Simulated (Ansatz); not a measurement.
Torsion H4–S1–Sn2–Br3 in BrHSSn (SMILES [SH][Sn][Br]); at each angle all else is relaxed with GFN2-xTB, and the levels are single points there.
Geometry at 0° (charge 0, multiplicity 1):
```
atom    x (Å)    y (Å)    z (Å)
----  -------  -------  -------
S     -1.4283   0.3404   0.4328
Sn     0.7906   1.1767  -0.2176
Br     1.3263  -0.5046  -2.0383
H     -1.5258  -0.6789  -0.4066
```

On the grid 0° to 330°, 270° is the highest and 0° the lowest point at MP2/CBS(def2-TZVPP, def2-QZVPP) + ΔCCSD(T)/def2-TZVPP.

Cores are frozen in the correlated methods. Filled d and f shells under p-block atoms count as core.

The values were computed with Ansatz (an electronic-structure program) with Gaussian orbitals. Values without a source in brackets are computed. In def2 rows elements past Kr take small-core potentials, without spin–orbit coupling.

**Question.** Give the energy at 270° less that at 0° at the level B3LYP/def2-TZVPP.

**Answer.** 335 meV

**Question.** What energy at 270° less that at 0° does CCSD/def2-SVP give?

**Answer.** 358 meV

**Question.** Estimate the energy at 270° less that at 0° that PBE/def2-TZVPP returns for this input.

**Answer.** 343 meV
